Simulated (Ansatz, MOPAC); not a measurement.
System: AlI$_{2}$, net charge 1, singlet state. SMILES of the parent species: [I][Al][I]

Atoms: Al1, I2, I3. Bonds: Al1-I2, Al1-I3.

Bond lengths (Å) and angles (degrees) optimised at PM6 with MOPAC; PM7 with MOPAC; HF/6-31G* with LANL2DZ past Ar with Ansatz (a program for electronic structure); B3LYP/LANL2DZ with Ansatz, each started from the B3LYP-D3(BJ)/def2-TZVP structure (Ansatz) of the last column. A row stands for all coordinates that are equal there. 6-31G* holds six Cartesian d functions. No wavenumbers were computed at B3LYP/LANL2DZ, so these may be saddle points.

```
coordinate    PM6    PM7  HF/6-31G* with LANL2DZ past Ar  B3LYP/LANL2DZ  B3LYP-D3(BJ)/def2-TZVP
----------  -----  -----  ------------------------------  -------------  ----------------------
Al1-I2      2.371  2.343                           2.371          2.456                   2.369
I2-Al1-I3   180.0  180.0                           180.0          180.0                   180.0
```

Mean signed difference of all 2 bond lengths from B3LYP-D3(BJ)/def2-TZVP: PM6 0.001 Å, PM7 -0.026 Å, HF/6-31G* with LANL2DZ past Ar 0.001 Å, B3LYP/LANL2DZ 0.086 Å.
